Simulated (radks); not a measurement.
Task: The technetium ion Tc+, [Kr] 4d5 5s1. Calculated with a radial shooting solver on a logarithmic mesh with Libxc functionals: non-relativistic Kohn-Sham, exchange-only B88, spin-polarised, spherical densities, point nucleus. Every spin shell is full or empty, so the densities are truly spherical. Functionals are evaluated on that one density, not self-consistently. Rank these exchange functionals by their error against the exact value of the orbitals, and give that value: LDA, B88, revPBE, RPBE, OPTX, AM05, G96, EV93, APBE, TPSS, SCAN, Tao-Mo, TASK, MVS.

Result: Exact: -124.172 hartree. From best to worst, with 100 (|E| - |E exact|)/|E exact| (equal figures are ties): B88 +0.05, MVS +0.06, EV93 -0.17, RPBE -0.19, TPSS -0.20, SCAN +0.23, revPBE -0.25, G96 +0.35, APBE +0.37, Tao-Mo -0.74, OPTX +1.08, TASK -2.30, AM05 -4.77, LDA -5.15.
